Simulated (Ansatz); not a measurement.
C₄H₁₂N (SMILES C[N+](C)(C)C), charge +1, singlet, at a GFN2-xTB geometry. Base run: R2SCAN/def2-SVP in Ansatz (an electronic-structure program).

The Ansatz input:
Ansatz 0.2 input:
```yaml
crystal:
  periodic: [false, false, false]
  atoms:
    - {symbol: C, position_ang: [-0.25342698, -0.62284191, -1.31180330]}
    - {symbol: N, position_ang: [0.00000000, 0.00000000, 0.00000000]}
    - {symbol: C, position_ang: [0.06935110, 1.46414215, -0.15640771]}
    - {symbol: C, position_ang: [-1.09357093, -0.34391601, 0.92671979]}
    - {symbol: C, position_ang: [1.27764681, -0.49738422, 0.54149121]}
    - {symbol: H, position_ang: [-1.19490808, -0.26461226, -1.72465318]}
    - {symbol: H, position_ang: [-0.30728344, -1.70556675, -1.21197051]}
    - {symbol: H, position_ang: [0.54700929, -0.37735136, -2.00764548]}
    - {symbol: H, position_ang: [0.25631726, 1.93850254, 0.80545821]}
    - {symbol: H, position_ang: [-0.86842299, 1.84634022, -0.55598820]}
    - {symbol: H, position_ang: [0.87349438, 1.73360112, -0.83898050]}
    - {symbol: H, position_ang: [-2.04470084, 0.01751703, 0.53957871]}
    - {symbol: H, position_ang: [-1.15707621, -1.42343746, 1.05226138]}
    - {symbol: H, position_ang: [-0.91996060, 0.10967935, 1.90102512]}
    - {symbol: H, position_ang: [1.24137430, -1.57866821, 0.66260856]}
    - {symbol: H, position_ang: [2.09566703, -0.25045282, -0.13306641]}
    - {symbol: H, position_ang: [1.47848991, -0.04555140, 1.51137230]}
basis:
  gaussian:
    orbitals: def2-SVP
hamiltonian:
  xc: r2scan
total_charge: 1
```

Each row names what was changed in the base input (with any setting that the change needs).

```json
[
 {"change": "base", "ΔE vs base (mEh)": "0.000"},
 {"change": "fitting.mean_field = cc-pVTZ-JKFIT", "ΔE vs base (mEh)": "-0.095"},
 {"change": "lower_state_search = off", "ΔE vs base (mEh)": "0.000"},
 {"change": "point_charge = charge:-1.0 position_ang:1.5902, 3.6735, 3.184", "ΔE vs base (mEh)": "-107.0"},
 {"change": "lower_state_search = full", "ΔE vs base (mEh)": "0.000"},
 {"change": "final_grid = 4, 8, 17", "ΔE vs base (mEh)": "…"},
 {"change": "point_charge = charge:0.5 position_ang:-4.9719, -1.1254, -0.4179", "ΔE vs base (mEh)": "50.729"},
 {"change": "lower_state_search = light", "ΔE vs base (mEh)": "0.000"},
 {"change": "final_grid = 14, 28, 59", "ΔE vs base (mEh)": "0.021"},
 {"change": "fitting.mean_field = def2-universal-JKFIT", "ΔE vs base (mEh)": "-0.127"},
 {"change": "final_grid = 10, 20, 41", "ΔE vs base (mEh)": "-0.014"}
]
```

Task: Fill in the missing entries.

Result: 
- final_grid = 4, 8, 17, ΔE vs base (mEh): -3.907
